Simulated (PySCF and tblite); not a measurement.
Computed ¹H and ¹³C shifts (ppm) of 4 molecules with 5 carbons each, averaged over conformers at 298.15 K: GIAO wB97X-D/pcSseg-1 (IEF-PCM, chloroform) on GFN2-xTB geometries, unscaled, against TMS (¹H), TMS (¹³C) at the same level; H on other atoms than carbon is left out (PySCF, tblite).

P. ¹H: 6.83 (1H), 6.56 (1H), 6.52 (1H), 2.71 (2H), 1.14 (3H) ¹³C: 210.7 (1C), 144.9 (1C), 140.9 (1C), 38.0 (1C), 10.8 (1C)
Q. ¹H: 3.94 (3H), 2.52 (1H), 1.22 (6H) ¹³C: 189.2 (1C), 55.0 (1C), 39.9 (1C), 22.2 (2C)
R. ¹H: 2.44 (2H), 1.63 (2H), 1.49 (2H), 1.07 (3H) ¹³C: 130.8 (1C), 32.3 (1C), 26.2 (1C), 17.5 (1C), 15.9 (1C)
S. ¹H: 10.22 (1H), 8.31 (1H), 7.79 (1H), 7.34 (1H) ¹³C: 193.8 (1C), 161.4 (1C), 152.0 (1C), 136.5 (1C), 117.5 (1C)

The molecules:
1. C₅H₄O₂, SMILES O=Cc1ccoc1
2. C₅H₈O, SMILES C=CC(=O)CC
3. C₅H₉N, SMILES CCCCC#N
4. C₅H₁₀O₂, SMILES COC(=O)C(C)C

Problem. Which spectrum belongs to which molecule?

Solution. P is 2; Q is 4; R is 3; S is 1.

Assigned:
1. [O:1]=[CH:2][c:3]1[cH:4][cH:5][o:6][cH:7]1: ¹³C: 193.8 (C2), 161.4 (C7), 152.0 (C5), 136.5 (C3), 117.5 (C4) ppm.
2. [CH2:1]=[CH:2][C:3](=[O:4])[CH2:5][CH3:6]: ¹³C: 210.7 (C3), 144.9 (C2), 140.9 (C1), 38.0 (C5), 10.8 (C6) ppm.
3. [CH3:1][CH2:2][CH2:3][CH2:4][C:5]#[N:6]: ¹³C: 130.8 (C5), 32.3 (C3), 26.2 (C2), 17.5 (C4), 15.9 (C1) ppm.
4. [CH3:1][O:2][C:3](=[O:4])[CH:5]([CH3:6])[CH3:7]: ¹³C: 189.2 (C3), 55.0 (C1), 39.9 (C5), 22.2 (C6/C7) ppm.

Unscaled shifts at such levels can be off by 15 ppm or more for ¹³C and 0.8 ppm for ¹H.

For scale, the study of O=Cc1ccoc1 took 120 s on 1 thread of Arm Neoverse V1, on a host shared with other jobs (rough), launched as `OMP_NUM_THREADS=1 python ens_run.py task.json out`.
